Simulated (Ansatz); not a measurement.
Geometry optimisation, Ansatz 0.2.0, RKS PBE/def2-SVP.

Input:

```yaml
crystal:
  periodic: [false, false, false]
  atoms:
    - { symbol: C, position_ang: [-1.6197, 1.5078, 0.5025] }
    - { symbol: Si, position_ang: [-0.8273, -0.0092, 1.074] }
    - { symbol: Si, position_ang: [1.1533, 0.1899, 1.4604] }
    - { symbol: B, position_ang: [0.6238, -0.6235, -0.2607] }
    - { symbol: Si, position_ang: [0.9628, -1.4424, -1.9907] }
    - { symbol: H, position_ang: [-2.4423, 1.3079, -0.2611] }
    - { symbol: H, position_ang: [-0.8959, 2.2356, 0.0342] }
    - { symbol: H, position_ang: [-2.1072, 2.0753, 1.3481] }
    - { symbol: H, position_ang: [-1.6037, -1.0828, 1.7092] }
    - { symbol: H, position_ang: [1.8044, 1.5022, 1.2536] }
    - { symbol: H, position_ang: [1.8028, -0.8273, 2.3535] }
    - { symbol: H, position_ang: [1.7653, -2.6525, -1.7467] }
    - { symbol: H, position_ang: [1.06001, -0.91106, -1.30757] }
    - { symbol: H, position_ang: [-0.3178, -1.753, -2.6509] }
basis:
  gaussian: { orbitals: def2-SVP }
hamiltonian:
  xc: pbe
relax:
  f_tol: 0.02
  max_steps: 50
```

Launched with:

```bash
$ ansatz run input.yaml --threads 2 --pin off --max-ram 3072MiB --backend cpu --events-out ev --progress --plain --runs-dir out
```

Where does it end, and by what steps?

It converged. After 17 steps the energy has fallen by 13.432 eV; H14 moved furthest, 0.81 Å. The start is strongly strained (largest force component 39 eV/Å).

```
step  energy less start (eV)  largest force component (eV/Å)  accepted
   0                  0.0000                          38.940       yes
   1                 -8.2505                          10.856       yes
   2                -10.2489                           4.653       yes
   3                -11.3418                           1.875       yes
   4                -12.0078                           2.406       yes
   5                -12.7891                           2.249       yes
   6                -13.1479                           1.462       yes
   7                -13.3465                           0.692       yes
   8                -13.2548                           1.578        no
   9                -13.4022                           0.311       yes
  10                -13.4103                           0.249       yes
  11                -13.4073                           0.229        no
  12                -13.4242                           0.198       yes
  13                -13.4289                           0.026       yes
  14                -13.4301                           0.045       yes
  15                -13.4313                           0.033       yes
  16                -13.4316                           0.027       yes
  17                -13.4318                           0.012       yes
```

```xyz
14
Properties=species:S:1:pos:R:3
C -1.711 1.743 0.619
Si -0.954 0.011 0.787
Si 1.311 0.019 1.367
B 0.554 -0.597 -0.373
Si 0.847 -2.065 -1.503
H -2.488 1.752 -0.174
H -0.930 2.479 0.344
H -2.176 2.065 1.572
H -1.956 -1.016 1.245
H 1.804 1.438 1.457
H 2.088 -0.901 2.269
H 2.212 -2.573 -1.906
H 0.895 -0.304 -1.639
H -0.137 -2.535 -2.548
```

Time of the run: 26 s on 2 threads of Intel(R) Xeon(R) 6975P-C (Granite Rapids), on a shared host, peak memory 0.19 GiB.
